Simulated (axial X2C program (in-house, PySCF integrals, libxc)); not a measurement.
## Ionising CrCl

Calculated with an in-house relativistic program for diatomic molecules, spin-free (one-electron X2C) or two-component (2c: spin–orbit coupling with atomic mean-field Coulomb and Gaunt terms, which also bring small scalar terms), in Dyall basis sets with cores contracted in-house; open shells are unrestricted.

Basis sets: Cl dyall-av3z, Cr dyall-cv3z. Frozen shells (counts by l): CrCl Cr 3s2p, Cl 2s1p, 13 electrons correlated; CrCl⁺ Cr 3s2p, Cl 2s1p, 12 electrons correlated. Where the outer core of a metal is frozen, bonds come out longer and ionisation energies lower.

```json
{"Hamiltonian": "spin-free", "level": "HF", "CrCl state": "M_S = 5/2, Λ = 0", "Re (Å)": "2.277", "ωe (cm⁻¹)": "393.1", "De (eV)": "2.82"}
{"Hamiltonian": "spin-free", "level": "PBE0", "CrCl state": "M_S = 5/2, Λ = 0", "Re (Å)": "2.195", "ωe (cm⁻¹)": "401.6", "De (eV)": "3.79"}
{"Hamiltonian": "spin-free", "level": "MP2", "CrCl state": "M_S = 5/2, Λ = 0", "Re (Å)": "2.192", "ωe (cm⁻¹)": "408.9", "De (eV)": "3.54"}
{"Hamiltonian": "spin-free", "level": "CCSD", "CrCl state": "M_S = 5/2, Λ = 0", "Re (Å)": "2.189", "ωe (cm⁻¹)": "425.6", "De (eV)": "3.58"}
{"Hamiltonian": "spin-free", "level": "CCSD(T)", "CrCl state": "M_S = 5/2, Λ = 0", "Re (Å)": "2.184", "ωe (cm⁻¹)": "426.1", "De (eV)": "3.65"}
{"Hamiltonian": "2c", "level": "HF", "CrCl state": "Ω = 5/2", "Re (Å)": "2.278", "ωe (cm⁻¹)": "392.9", "De (eV)": "2.75"}
{"Hamiltonian": "2c", "level": "PBE0", "CrCl state": "Ω = 5/2", "Re (Å)": "2.195", "ωe (cm⁻¹)": "401.2", "De (eV)": "3.78"}
{"Hamiltonian": "2c", "level": "MP2", "CrCl state": "Ω = 5/2", "Re (Å)": "2.192", "ωe (cm⁻¹)": "408.7", "De (eV)": "3.49"}
```

Adiabatic ionisation energy (minimum to minimum, no zero-point term) and constants of CrCl⁺:

```
Hamiltonian    level     CrCl⁺ state  IE (eV)  Re (Å)  ωe (cm⁻¹)  De (eV)  fragments
  spin-free       HF  M_S = 2, Λ = 0     7.38   2.181      483.5     1.44   Cr+ + Cl
  spin-free     PBE0  M_S = 2, Λ = 0     8.35   2.110      495.3     2.49   Cr+ + Cl
  spin-free      MP2  M_S = 2, Λ = 0     7.67   2.137      492.4     2.33   Cr+ + Cl
  spin-free     CCSD  M_S = 2, Λ = 0     7.85   2.138      494.2     2.21   Cr+ + Cl
  spin-free  CCSD(T)  M_S = 2, Λ = 0     7.84   2.135      493.3     2.32   Cr+ + Cl
         2c       HF           Ω = 2     7.38   2.182      483.4     1.37   Cr+ + Cl
         2c     PBE0           Ω = 2     8.35   2.111      494.9     2.48   Cr+ + Cl
         2c      MP2           Ω = 2     7.67   2.138      492.3     2.29   Cr+ + Cl
```

Problem. Add the zero-point terms to the ionisation energy at MP2, 2c, and say whether the electron removed was bonding.

Solution. IE0 = IE + (ωe⁺ − ωe)/2 = 7.67 + (0.005) = 7.68 eV. Re changes by -0.054 Å, so the bond shortens, as on loss of an antibonding or a polarising non-bonding electron.

Problem. Close the cycle De(CrCl⁺) + IE(CrCl) = De(CrCl) + IE(Cr) to find the atomic ionisation energy at MP2, 2c.

Solution. IE(Cr) = 2.29 + 7.67 − 3.49 = 6.47 eV, for the determinants used.

Each entry is the lowest single determinant of a limited PBE0 search at one distance. De goes to single-determinant-based atoms at the same level (for ions the charge split of lowest energy) and is withheld (n/a) where an atom does not fit its ground term or J level. Main or longest-lived isotopes. One determinant is a doubtful description, or other states lie close, for CrCl⁺, CrCl; these need not be ground states, and all values refer to the states named. Some open-shell Ω = 0 determinants are out of reach, so the Ω given for CrCl⁺ need not be the lowest component. With several unpaired electrons the Ω given is that of one determinant, not necessarily of the lowest component. Some light 2c atoms are not at their ground J level, so De misses part of their lowering (0.04 eV or less). The functionals have no current term, which raises determinants with orbital currents.
